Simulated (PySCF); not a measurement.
**A series of related molecules**

Theory: TDDFT BHandHLYP/def2-SVPD circular dichroism and optical rotation, one conformer, gas phase (PySCF 2.14.0). Geometry: GFN2-xTB.

Each molecule in one low-energy conformer. The parent is C#CC[C@@H]1OC[C@H]1C.

The molecule is flexible and this is one conformer; a measurement averages over conformers.

(1) How does the specific rotation at 589.3 nm (origin-invariant length gauge) change along this series?
- C#CC[C@@H]1OC[C@H]1C (base)
- C#CC[C@@H]1OC[C@@H]1C (diastereomer)

## Answers

(1) 
```tsv
molecule	[α]589 (deg dm⁻¹ (g/mL)⁻¹)	S1 (eV)	R(S1), velocity form (10⁻⁴⁰ esu² cm²)
C#CC[C@@H]1OC[C@H]1C	+91.8	6.61	+0.2
C#CC[C@@H]1OC[C@@H]1C	+190.3	6.60	+0.4
```
The specific rotation at 589.3 nm (origin-invariant length gauge) is lowest for C#CC[C@@H]1OC[C@H]1C and highest for C#CC[C@@H]1OC[C@@H]1C.
